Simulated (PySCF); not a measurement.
## Molecular orbitals of OsF

MN15 at R = 1.816 Å; basis Os def2-TZVPP with ECP60, F def2-TZVPP; scalar-relativistic core potentials; PySCF 2.14. State: ⁴Δ (quartet), unpaired electrons π ↑↑, δ ↑. Only the outer orbitals are listed, counted within each symmetry, core potentials removing the inner ones.

```json
{"spin": "α", "orbital": "5σ", "occ.": "1", "ε (eV)": "-14.94", "on Os (%)": "22", "main shells (%)": "75 F p, 17 Os d"}
{"spin": "α", "orbital": "2π", "occ.": "1", "ε (eV)": "-14.20", "on Os (%)": "17", "main shells (%)": "82 F p, 16 Os d"}
{"spin": "α", "orbital": "2π", "occ.": "1", "ε (eV)": "-14.20", "on Os (%)": "17", "main shells (%)": "82 F p, 16 Os d"}
{"spin": "α", "orbital": "1δ", "occ.": "1", "ε (eV)": "-8.91", "on Os (%)": "100", "main shells (%)": "100 Os d"}
{"spin": "α", "orbital": "3π", "occ.": "1", "ε (eV)": "-8.81", "on Os (%)": "85", "main shells (%)": "83 Os d, 14 F p"}
{"spin": "α", "orbital": "3π", "occ.": "1", "ε (eV)": "-8.81", "on Os (%)": "85", "main shells (%)": "83 Os d, 14 F p"}
{"spin": "α", "orbital": "1δ", "occ.": "1", "ε (eV)": "-8.66", "on Os (%)": "100", "main shells (%)": "100 Os d"}
{"spin": "α", "orbital": "6σ", "occ.": "1", "ε (eV)": "-8.24", "on Os (%)": "98", "main shells (%)": "62 Os s, 35 Os d"}
{"spin": "α", "orbital": "7σ", "occ.": "0", "ε (eV)": "-3.00", "on Os (%)": "89", "main shells (%)": "40 Os d, 30 Os s, 19 Os p"}
{"spin": "α", "orbital": "4π", "occ.": "0", "ε (eV)": "0.25", "on Os (%)": "99", "main shells (%)": "97 Os p"}
{"spin": "α", "orbital": "4π", "occ.": "0", "ε (eV)": "0.25", "on Os (%)": "99", "main shells (%)": "97 Os p"}
{"spin": "β", "orbital": "5σ", "occ.": "1", "ε (eV)": "-14.69", "on Os (%)": "17", "main shells (%)": "80 F p, 13 Os d"}
{"spin": "β", "orbital": "2π", "occ.": "1", "ε (eV)": "-13.40", "on Os (%)": "10", "main shells (%)": "90 F p, 8 Os d"}
{"spin": "β", "orbital": "2π", "occ.": "1", "ε (eV)": "-13.40", "on Os (%)": "10", "main shells (%)": "90 F p, 8 Os d"}
{"spin": "β", "orbital": "1δ", "occ.": "1", "ε (eV)": "-7.24", "on Os (%)": "100", "main shells (%)": "100 Os d"}
{"spin": "β", "orbital": "6σ", "occ.": "1", "ε (eV)": "-6.99", "on Os (%)": "99", "main shells (%)": "69 Os s, 29 Os d"}
{"spin": "β", "orbital": "3π", "occ.": "0", "ε (eV)": "-2.64", "on Os (%)": "93", "main shells (%)": "90 Os d"}
{"spin": "β", "orbital": "3π", "occ.": "0", "ε (eV)": "-2.64", "on Os (%)": "93", "main shells (%)": "90 Os d"}
{"spin": "β", "orbital": "1δ", "occ.": "0", "ε (eV)": "-2.61", "on Os (%)": "100", "main shells (%)": "100 Os d"}
```

Q: Which are the highest filled and the lowest empty level, where do they sit, and how wide is the gap?

A: Highest filled β 6σ at -6.99 eV (in %: 69 Os s, 29 Os d); lowest empty α 7σ at -3.00 eV (in %: 40 Os d, 30 Os s, 19 Os p); the gap at MN15 is 3.99 eV.

The bond order (Mayer) is 1.17. The ⟨S²⟩ is 3.768, the charge on Os (Mulliken, basis-dependent) is 0.28 and the charge on Os (Löwdin, basis-dependent) is 0.13. The dipole moment (positive dipole means Os(−)F(+)) is -2.68 D.

Spin–orbit coupling is left out. The state is the lowest single determinant that the PBE0 search found; with open d or f shells the true ground state can be another one.
